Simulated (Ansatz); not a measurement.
The first iterations of a band of GeH4O + H2 (8 atoms, charge 0, multiplicity 1).

Theory: RKS PBE0-D4/def2-SVP (Ansatz).

```yaml
movable_images: 2
climbing_image: yes
spring: 5.0 eV/Å²
optimiser: quadratic models (default)
start_path: through a guess of the saddle point
force_threshold: 0.03 eV/Å
iteration_limit: 60
end_points: relaxed
```

Image 0:

```xyz
8
Properties=species:S:1:pos:R:3
Ge -0.288 0.374 -1.187
O 0.751 -0.354 0.072
H -0.120 1.884 -0.990
H -1.755 -0.061 -0.988
H 0.197 -0.063 -2.586
H 0.326 -0.212 2.437
H 0.156 -0.253 3.181
H 0.734 -1.317 0.061
```

Image 3:

```xyz
8
Properties=species:S:1:pos:R:3
Ge -0.426 0.940 -0.577
O 0.388 -1.799 0.825
H -0.759 2.308 -1.206
H -1.685 0.069 -0.558
H 0.685 0.284 -1.412
H 0.453 -1.292 1.641
H 0.081 1.192 0.854
H 1.263 -1.702 0.433
```

| iteration | highest image above the first end (eV) | largest band force component (eV/Å) |
| --- | --- | --- |
| 1 | 2.432 | 6.511 |
| 2 | 1.321 | 2.047 |
| 3 | 0.955 | 1.945 |
| 4 | 0.590 | 1.881 |
| 5 | 0.341 | 1.133 |
| 6 | 0.248 | 0.827 |
| 7 | 0.205 | 0.931 |
| 8 | 0.203 | 0.619 |
| 9 | 0.201 | 0.725 |
| 10 | 0.206 | 0.737 |
| 11 | 0.206 | 0.531 |
| 12 | 0.209 | 0.415 |

**Question.** Does the band converge within its limit, and where does its top end?

**Answer.** The run converged. It ended after 38 iterations with the highest image 1.788 eV above the first end. Neighbouring images differ by up to 1.8 eV, so the band resolves the path poorly. Another band between the same ends (7 images) ends at a top of the same energy, where a vibrational analysis finds 1 clearly imaginary mode. So few images can step over the top or miss a turn of the path. The orbitals stay closed-shell, which can raise the energy where a bond breaks towards radicals; this wasn't checked here.

Time of the run: 77 s on 2 threads of Arm Neoverse V2, with other jobs on the host, peak memory 0.17 GiB.
